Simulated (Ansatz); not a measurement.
`C=[C]([AlH2])BO`, relaxed with RKS PBE-D4/def2-SVP in Ansatz 0.2.0 from a rough embedded geometry. The force threshold is 0.03 eV/Å; the program also tests the step.

The species carries charge 0 and has multiplicity 1.

Start:

```xyz
11

C    -0.984    0.737   -0.782
C    -0.079    0.207   -0.042
Al    0.400    1.110    1.619
B     0.730   -1.124   -0.386
O     0.340   -1.879   -1.625
H    -1.505    1.663   -0.596
H    -1.278    0.250   -1.760
H     1.589    0.503    2.579
H    -0.292    2.541    2.033
H     1.482   -1.543    0.329
H    -0.404   -2.465   -1.368
```

| step | energy (eV) | largest force (eV/Å) | largest move (Å) |
| --- | --- | --- | --- |
| 1 | -11475.1503 | 4.858 | 0.000 |
| 2 | -11475.5219 | 2.988 | 0.195 |
| 3 | -11475.7102 | 1.662 | 0.148 |
| 4 | -11475.8512 | 1.009 | 0.200 |
| 5 | -11476.0756 | 0.650 | 0.200 |
| 6 | -11476.1055 | 3.152 | 0.195 |
| 7 | -11476.4048 | 0.703 | 0.200 |
| 8 | -11476.4533 | 0.122 | 0.200 |
| 9 (rejected) | -11476.4500 | 0.277 | 0.076 |
| 10 | -11476.4565 | 0.064 | 0.037 |
| 11 | -11476.4587 | 0.071 | 0.100 |
| 12 | -11476.4595 | 0.166 | 0.091 |
| 13 | -11476.4607 | 0.150 | 0.026 |
| 14 | -11476.4632 | 0.097 | 0.103 |
| 15 | -11476.4632 | 0.093 | 0.002 |
| 16 (rejected) | -11476.4626 | 0.265 | 0.196 |
| 17 | -11476.4654 | 0.080 | 0.086 |
| 18 | -11476.4659 | 0.173 | 0.098 |
| 19 | -11476.4666 | 0.051 | 0.008 |
| 20 | -11476.4669 | 0.042 | 0.034 |
| 21 (rejected) | -11476.4668 | 0.143 | 0.021 |
| 22 | -11476.4672 | 0.016 | 0.010 |

End:

```xyz
11

C    -0.931    0.875   -0.829
C    -0.078    0.209   -0.001
Al    0.390    1.114    1.676
B     0.518   -1.165   -0.444
O    -0.272   -2.030   -1.150
H    -1.374    1.859   -0.577
H    -1.224    0.473   -1.820
H     1.455    0.506    2.708
H    -0.351    2.503    1.988
H     1.667   -1.494   -0.168
H     0.200   -2.849   -1.384
```

It took 29 s on 4 threads of a server CPU on a shared host, with 0.16 GiB of host memory at the peak.
